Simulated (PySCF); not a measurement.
Ionisation energy of F⁺ by level of theory

F⁺ [He] 2s2 2p4 (3P) → F²⁺ [He] 2s2 2p3 (4S), as a difference of total energies. Computed with PySCF 2.14 in x2c-TZVPPall with one added diffuse shell each of s, p, d type (6s4p3d1f, 40 functions), with scalar relativity by spin-free X2C-1e. Correlated levels: valence: 1s2 frozen. The calculations carry no spin-orbit coupling.

```tsv
method	ionisation energy (eV)	plus first-order spin-orbit estimate	error of that sum (eV)
UHF	33.399	33.420	-1.551
MP2 (valence)	34.595	34.615	-0.356
SCS-MP2 (valence)	34.688	34.709	-0.262
CCSD (valence)	34.636	34.656	-0.315
CCSD(T) (valence)	34.658	34.679	-0.292
```

Reference: 34.971 eV (measured; NIST Atomic Spectra Database, ionization energies).

A first-order spin-orbit estimate (lowest level to lowest level, LS coupling) adds 0.020 eV.

Errors of the correlated levels include the incompleteness of this basis and the frozen core.
